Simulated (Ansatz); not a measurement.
Two isomers of C2H6OSSi: A = `C[Si]1(S)CO1`, B = `SC1CO[SiH2]1`.

Isolated molecules relaxed with PBE0-D4/def2-TZVP in Ansatz; ΔE leaves out vibrations. CCSD(T)/CBS is the MP2 limit (def2-TZVPP, def2-QZVPP) plus CCSD(T) − MP2 in def2-TZVPP, frozen cores. Functionals use def2-TZVPP. B3LYP here is the variant with VWN-RPA as its local correlation; programs differ in this. Each species was taken in one conformer, which may not be the lowest.

Problem. Which isomer does CCSD(T)/CBS put lower? Give the gap. (Estimate.)

Solution. The calculation gave: A, by 84.6 kJ/mol.

Problem. Give E(B) − E(A) in kJ/mol with B2PLYP, B3LYP-D4, r2SCAN-D4, CCSD/def2-TZVPP, CCSD(T)/def2-TZVPP, PBE0-D4, ωB97M-V. (Estimate.)

Solution. Ansatz gave: B2PLYP 88.2, B3LYP-D4 87.0, r2SCAN-D4 99.3, CCSD/def2-TZVPP 79.9, CCSD(T)/def2-TZVPP 82.5, PBE0-D4 86.9, ωB97M-V 85.6. None reverses the order clearly.

Largest T1 diagnostic: 0.012.

In def2-TZVPP, CCSD(T) changes the Hartree–Fock value by +14.5 kJ/mol (the triples alone add +2.6 kJ/mol) and MP2 by +18.7 kJ/mol. From PBE to PBE0 (25 % exact exchange), in def2-TZVPP and without D4, E(B) − E(A) moves by −7.5 kJ/mol.
